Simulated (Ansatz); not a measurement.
GeH₅NO (`[NH2][GeH2][OH]`) from Hartree–Fock to CCSD(T)

```xyz
8

N    -0.483   -1.304   -0.154
Ge    0.326    0.270    0.264
O    -0.867    1.520   -0.161
H    -0.513   -1.559   -1.130
H    -0.214   -2.099    0.405
H     1.610    0.597   -0.537
H     0.591    0.247    1.779
H    -0.451    2.329   -0.465
```

Total charge 0; spin multiplicity 1. Correlated methods include outer-core shells of Ge, which these sets cover unevenly. Scalar relativity is left out up to krypton. Geometry: relaxed with PBE0-D4/def2-TZVP. It is one conformer, not always the lowest. Frozen core, restricted reference, Ansatz.

```
     basis      HF (Eh)  MP2 corr.  CCSD corr.       (T)  CCSD(T) total
  def2-SVP  -2207.24915   -0.59727    -0.61674  -0.01500    -2207.88089
def2-TZVPP  -2207.68602   -0.72280    -0.73876  -0.02612    -2208.45090
def2-QZVPP  -2207.73525   -1.02217           –         –              –
```
